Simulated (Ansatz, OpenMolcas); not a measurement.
# How methods differ on CH5BClNO (SMILES NB(Cl)CO)

CH5BClNO has 10 atoms, charge 0, and is taken as a singlet. SMILES: `NB(Cl)CO`. Geometry: relaxed at PBE0-D4/def2-TZVP. This is a higher conformer, about 10 kJ/mol above the lowest found by a separate search.

Quantity: the vertical ionisation energy (to the doublet cation), in eV. The values are calculated.

```
                               level                    kind     program  value (eV)  less CCSD(T)/6-31G*  CPU time (all runs)
 r2SCAN/6-31G* (spherical functions)                meta-GGA  OpenMolcas        9.42                -0.38              3.8 min
  B3LYP/6-31G* (spherical functions)           global hybrid  OpenMolcas        9.63                -0.17              2.3 min
  BHLYP/6-31G* (spherical functions)           global hybrid      Ansatz       10.00                +0.20                 24 s
  HSE06/6-31G* (spherical functions)  range-separated hybrid      Ansatz        9.70                -0.10                 26 s
wB97M-V/6-31G* (spherical functions)  range-separated hybrid      Ansatz        9.99                +0.19              4.8 min
 B2PLYP/6-31G* (spherical functions)           double hybrid      Ansatz        9.90                +0.10                 32 s
CCSD(T)/6-31G* (spherical functions)   coupled cluster or CI      Ansatz        9.80                 0.00              1.8 min
   CCSD/6-31G* (spherical functions)   coupled cluster or CI      Ansatz        9.86                +0.06                 86 s
```

Differences are taken from CCSD(T)/6-31G* (spherical functions) for orientation; it has basis-set and higher-order errors of its own. The values span 9.42 to 10.00 eV. Times are those of the runs behind each value, whatever else they computed, on shared processors of several kinds: orders of magnitude only.
